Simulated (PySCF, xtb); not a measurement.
C₃H₅ClSi, SMILES C=C=C[SiH2]Cl.

xtb with GFN2-xTB at its own geometry gives an orbital gap of 4.32 eV and a dipole moment of 2.17 D.

Coordinates come from a PBE0-D3(BJ)/def2-SVP optimisation. The structure was generated by enumeration, and PubChem lists no compound with its InChIKey, so it may never have been made. The values are those of a single conformer.

**Question.** What does PBE/def2-TZVP in PySCF give? (Estimate from the structure and the level; the computed values follow.)

**Answer.** gap 4.91 eV (levels -6.59 and -1.69 eV), dipole 1.81 D.
